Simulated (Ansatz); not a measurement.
**Stretch profile**

GaHCl (SMILES [Cl][GaH]), doublet, at its PBE0-D4/def2-TZVP minimum:

```
atom    x (Å)    y (Å)    z (Å)
 Cl1   1.5307  -0.1913   0.8057
 Ga2  -0.3311  -0.5835  -0.2328
  H3  -1.2105   0.7100  -0.5863
```

The bond length Cl1–Ga2 (2.168 Å at the minimum) is set to the values below, the two halves moving rigidly along the bond. Each method's energies count from its own value at the PBE0-D4 minimum structure. 1 of 9 computed points, where the reference changed state or T1 grew large, are left out. Computed with Ansatz 0.2.0 (basis: def2-TZVPP); correlated methods freeze the cores; orbitals are unrestricted. Filled d shells of the heavier atoms are correlated. The def2 sets are not built for correlating such inner shells, so the correlated values are less sure here. B3LYP uses VWN-RPA correlation.

```
bond length (Å)  CCSD(T) (eV)  B3LYP-D4 (eV)  wB97M-V (eV)
          1.777         2.039          2.096         1.994
          1.869             ?          1.078         0.997
          2.003         0.249          0.292         0.245
          2.159         0.001          0.003         0.001
          2.332             ?          0.097         0.146
          2.519             ?          0.417         0.525
          2.717         1.067          0.836         1.011
          2.925         1.605          1.266         1.519
```

(1) Fill in the withheld CCSD(T) values. (Judge from chemistry; the value comes from the calculation.)

(1) The calculation gives: 1.019 eV at 1.869 Å; 0.154 eV at 2.332 Å; 0.554 eV at 2.519 Å. These count from the CCSD(T) energy at the PBE0-D4 minimum.

Minimum and curvature along this coordinate at CCSD(T): A fifth-order fit through the nearest points gives 2.167 Å, with a curvature of about 14 eV/Å².

**Question.** Treat the two halves as rigid bodies and work out the harmonic wavenumber of this stretch from that curvature (ν̃ = 521.5 √(k/μ) cm⁻¹ with k in eV/Å² and μ in u).

**Answer.** The halves weigh 35.45 and 70.73 u, so μ = 35.45 × 70.73/106.18 = 23.614 u and ν̃ = 521.5 √(14/23.614) ≈ 400 cm⁻¹. A true normal mode mixes in other motions, so this is a guide only.

Largest difference from the CCSD(T) curve over the scan: PBE-D4 0.336; r2SCAN-D4 0.130; PBE0-D4 0.135; HF 0.141 eV. Each curve counts from its own value at the minimum.

No T1 diagnostic of these runs exceeds 0.020. ⟨S²⟩ of the unrestricted Hartree–Fock references: 0.76 to 0.78 (a pure state has 0.75).

For scale, one of the runs: CCSD(T)/def2-TZVPP, 104 basis functions (an equivalent command: `ansatz run in.yaml --threads 2`). Hardware: 2 CPU threads, shared host. Wall time about 10 s.
